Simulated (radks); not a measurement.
Results of a calculation; reference values are marked as such.
Question: Ionisation of Cs, [Xe] 6s1, to Cs+, [Xe], under several functionals. Scalar-relativistic Kohn-Sham, spin-unpolarised, spherical densities, point nucleus; a radial shooting solver on a logarithmic mesh with Libxc functionals. The NIST Atomic Spectra Database gives 3.894 eV (measured). Rank these functionals by the error of their Delta-SCF ionisation energy: B86b exchange with PBE correlation; AM05; HCTH/407; exchange-only LDA; RPBE.

Answer: From best to worst: RPBE 3.865 eV (-0.029); B86b exchange with PBE correlation 3.854 eV (-0.040); AM05 3.770 eV (-0.124); HCTH/407 4.155 eV (+0.261); exchange-only LDA 3.335 eV (-0.559). Spin polarisation and multiplet splitting are left out, so open shells lie too high by an amount that depends on their filling.

Beside tabulated values, note that spin-unpolarised runs miss the spin-polarisation part of the exchange energy of open shells.
